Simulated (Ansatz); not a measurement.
Geometry optimisation, DFT PBEsol, scalar-relativistic, plane waves, PAW in Ansatz 0.2.0.

The input (input.yaml):

```yaml
crystal:
  lattice:
    - [7.67918, 0.0, 0.0]
    - [0.0, 7.67918, 0.0]
    - [0.0, 0.0, 20.254362]
  atoms:
    - { symbol: H, position: [0.409392, 0.0, 0.0493721] }
    - { symbol: H, position: [0.090608, 0.0, 0.0493721] }
    - { symbol: H, position: [0.909392, 0.0, 0.0493721] }
    - { symbol: H, position: [0.590608, 0.0, 0.0493721] }
    - { symbol: H, position: [0.409392, 0.5, 0.0493721] }
    - { symbol: H, position: [0.090608, 0.5, 0.0493721] }
    - { symbol: H, position: [0.909392, 0.5, 0.0493721] }
    - { symbol: H, position: [0.590608, 0.5, 0.0493721] }
    - { symbol: Si, position: [0.25, 0.0, 0.0921036] }
    - { symbol: Si, position: [0.75, 0.0, 0.0921036] }
    - { symbol: Si, position: [0.25, 0.5, 0.0921036] }
    - { symbol: Si, position: [0.75, 0.5, 0.0921036] }
    - { symbol: Si, position: [0.25, 0.25, 0.1591262] }
    - { symbol: Si, position: [0.75, 0.25, 0.1591262] }
    - { symbol: Si, position: [0.25, 0.75, 0.1591262] }
    - { symbol: Si, position: [0.75, 0.75, 0.1591262] }
    - { symbol: Si, position: [0.0, 0.25, 0.2261488] }
    - { symbol: Si, position: [0.5, 0.25, 0.2261488] }
    - { symbol: Si, position: [0.0, 0.75, 0.2261488] }
    - { symbol: Si, position: [0.5, 0.75, 0.2261488] }
    - { symbol: Si, position: [0.0, 0.0, 0.2931714] }
    - { symbol: Si, position: [0.5, 0.0, 0.2931714] }
    - { symbol: Si, position: [0.0, 0.5, 0.2931714] }
    - { symbol: Si, position: [0.5, 0.5, 0.2931714] }
    - { symbol: Si, position: [0.25, 0.0969069, 0.3582191] }
    - { symbol: Si, position: [0.75, 0.0969069, 0.3582191] }
    - { symbol: Si, position: [0.25, 0.4030931, 0.3404452] }
    - { symbol: Si, position: [0.75, 0.4030931, 0.3404452] }
    - { symbol: H, position: [0.25, 0.4689802, 0.407535] }
    - { symbol: H, position: [0.75, 0.4689802, 0.407535] }
    - { symbol: Cl, position: [0.4870149, 0.106657, 0.4810994] }
    - { symbol: Cl, position: [0.3662154, -0.1240784, 0.483568] }
basis:
  ecutwfc: 420.0
kpoints:
  mp_grid: { grid: [2, 2, 1] }
hamiltonian:
  xc: pbesol
  pseudopotentials: { kind: paw, azcp: { folder: soft_1 } }
scf:
  occupations: { method: fermi_dirac, width: 0.02 }
  lower_state_search: "off"
relax:
  f_tol: 0.03
  max_steps: 60
  adjacent_minimum: "off"
  constraints: [{ sites: [0, 1, 2, 3, 4, 5, 6, 7, 8, 9, 10, 11] }]
```

Run as:

```bash
$ ansatz run input.yaml --threads 2 --pin off --max-ram 5120MiB --backend cpu --events-out ev --progress --plain --runs-dir out
```

**Question.** Where does it end, and by what steps?

**Answer.** The forces met the threshold. The force dipped under the threshold on the way, but the program's further checks kept it going. Limits of this set-up: coarse k mesh, thin slab, slab without dipole correction, no dispersion correction for a molecule that may bind weakly, PAW files made for another functional. After 18 steps the energy has fallen by 6.532 eV; Cl31 moved furthest, 2.30 Å. Parted: Cl31–Cl32 (2.00 → 3.84 Å). Joined: Si25–Cl32 (3.18 → 2.08 Å), Si26–Cl31 (3.21 → 2.08 Å).

| step | energy less start (eV) | largest force component (eV/Å) | accepted |
| --- | --- | --- | --- |
| 0 | 0.0000 | 1.770 | yes |
| 1 | -0.8878 | 0.574 | yes |
| 2 | -1.1014 | 0.555 | yes |
| 3 | -1.3045 | 0.771 | yes |
| 4 | -1.6127 | 1.165 | yes |
| 5 | -2.0802 | 1.598 | yes |
| 6 | -2.7112 | 1.914 | yes |
| 7 | -3.4163 | 1.731 | yes |
| 8 | -4.1600 | 1.550 | yes |
| 9 | -4.8229 | 1.874 | yes |
| 10 | -5.5064 | 1.832 | yes |
| 11 | -5.9984 | 0.645 | yes |
| 12 | -6.2412 | 0.443 | yes |
| 13 | -6.3767 | 0.355 | yes |
| 14 | -6.4675 | 0.177 | yes |
| 15 | -6.5144 | 0.091 | yes |
| 16 | -6.5314 | 0.017 | yes |
| 17 | -6.5314 | 0.017 | yes |
| 18 | -6.5321 | 0.015 | yes |

```xyz
32
Lattice="7.6792 0.0000 0.0000 0.0000 7.6792 0.0000 0.0000 0.0000 20.2544" Properties=species:S:1:pos:R:3
H 3.144 0.000 1.000
H 0.696 0.000 1.000
H 6.983 0.000 1.000
H 4.535 0.000 1.000
H 3.144 3.840 1.000
H 0.696 3.840 1.000
H 6.983 3.840 1.000
H 4.535 3.840 1.000
Si 1.920 0.000 1.865
Si 5.759 0.000 1.865
Si 1.920 3.840 1.865
Si 5.759 3.840 1.865
Si 1.918 1.920 3.151
Si 5.757 1.920 3.150
Si 1.920 5.759 3.261
Si 5.760 5.759 3.261
Si -0.002 1.934 4.456
Si 3.838 1.934 4.457
Si 0.000 5.758 4.657
Si 3.840 5.758 4.658
Si 0.003 0.092 5.905
Si 3.842 0.091 5.907
Si 0.001 3.756 5.927
Si 3.840 3.756 5.928
Si 1.922 0.733 7.100
Si 5.763 0.733 7.100
Si 1.921 3.141 7.131
Si 5.760 3.141 7.130
H 1.918 3.625 8.554
H 5.759 3.627 8.552
Cl 5.762 -0.014 9.040
Cl 1.919 -0.010 9.041
```

The run took 3.1 min on 2 threads of Arm Neoverse V1, on a shared host, peak memory 1.6 GiB.
